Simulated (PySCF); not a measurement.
PySCF 2.14 output of an unrestricted TPSS calculation on a single atom or ion in aug-cc-pVTZ-DK (7s6p4d2f, 59 functions), with scalar relativity by spin-free X2C-1e:

```
SCF conv_tol = 1e-09
number electrons alpha = 17  beta = 15
    J. Tao, J. P. Perdew, V. N. Staroverov, and G. E. Scuseria.,  Phys. Rev. Lett. 91, 146401 (2003)
    J. P. Perdew, J. Tao, V. N. Staroverov, and G. E. Scuseria.,  J. Chem. Phys. 120, 6898 (2004)
    J. Tao, J. P. Perdew, V. N. Staroverov, and G. E. Scuseria.,  Phys. Rev. Lett. 91, 146401 (2003)
    J. P. Perdew, J. Tao, V. N. Staroverov, and G. E. Scuseria.,  J. Chem. Phys. 120, 6898 (2004)
cycle= 1 E= -2260.2936655503  delta_E= -0.00908  |g|= 0.149  |ddm|= 0.34
cycle= 2 E= -2260.29446255358  delta_E= -0.000797  |g|= 0.126  |ddm|= 0.218
cycle= 3 E= -2260.29723021775  delta_E= -0.00277  |g|= 0.00298  |ddm|= 0.0987
cycle= 4 E= -2260.29723302742  delta_E= -2.81e-06  |g|= 0.000143  |ddm|= 0.00435
cycle= 5 E= -2260.29723304223  delta_E= -1.48e-08  |g|= 8.87e-06  |ddm|= 0.000239
cycle= 6 E= -2260.29723304225  delta_E= -1.46e-11  |g|= 4.31e-07  |ddm|= 1.2e-05
converged SCF energy = -2260.29723304225  <S^2> = 2.0022872  2S+1 = 3.0015244
```

The run itself started from symmetry-adapted Hartree-Fock orbitals and held the occupation by maximum overlap, on a logarithmic radial grid, so the iterations belong to that start.

Q: Which element, charge and spin multiplicity is this?

A: As⁺ (arsenic, charge +1), multiplicity 3; the state was [Ar] 3d10 4s2 4p2, high-spin 3P determinant.
